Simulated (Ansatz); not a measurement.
One change: `Cl[Si](Cl)(Cl)[SeH]` becomes `[CH3][Zn][S][Si](Cl)(Cl)Cl`.

Ansatz, PBE0-D4/def2-TZVP geometries, multiplicity 1. Each molecule was computed in one conformer, which needn't be the lowest. `[CH3][Zn][S][Si](Cl)(Cl)Cl` holds a close contact that its SMILES doesn't draw: Cl···Zn 2.90 Å.

Scalar relativity is left out up to krypton. Spin–orbit coupling is left out; it splits and shifts lone-pair levels of the heavy atoms by tenths of an eV.

```tsv
property	`Cl[Si](Cl)(Cl)[SeH]`
LUMO energy (B3LYP/def2-TZVPP) / eV	-1.13
HOMO energy (PBE0/def2-TZVPP) / eV	-7.71
HOMO–LUMO gap (B3LYP/def2-TZVPP) / eV	6.32
zero-point energy (PBE0-D4/def2-TZVP) / kJ/mol	37.0
size of the dipole moment (ωB97M-V/def2-TZVPP) / D	0.99
HOMO–LUMO gap (PBE0/def2-TZVPP) / eV	6.82
```

(1) Give the same properties after the change, and the shifts. (An estimate is asked.)

Answers

(1) Computed: 
```
                                          property  `[CH3][Zn][S][Si](Cl)(Cl)Cl`  shift
               LUMO energy (B3LYP/def2-TZVPP) / eV                         -0.96   0.17
                HOMO energy (PBE0/def2-TZVPP) / eV                         -7.89  -0.18
             HOMO–LUMO gap (B3LYP/def2-TZVPP) / eV                          6.64   0.32
    zero-point energy (PBE0-D4/def2-TZVP) / kJ/mol                         115.1   78.1
size of the dipole moment (ωB97M-V/def2-TZVPP) / D                          2.05   1.06
              HOMO–LUMO gap (PBE0/def2-TZVPP) / eV                          7.18   0.36
```

With PBE0 the HOMO falls by 0.18 eV and the LUMO rises by 0.18 eV, so the gap widens by about 0.36 eV. PBE moves the HOMO by -0.14 eV and ωB97M-V by -0.17 eV. The zero-point energy changes by 78.1 kJ/mol with +12 modes. Dipoles are sizes alone; their direction can turn.

B3LYP here is the variant with VWN-RPA as its local correlation; programs differ in this.
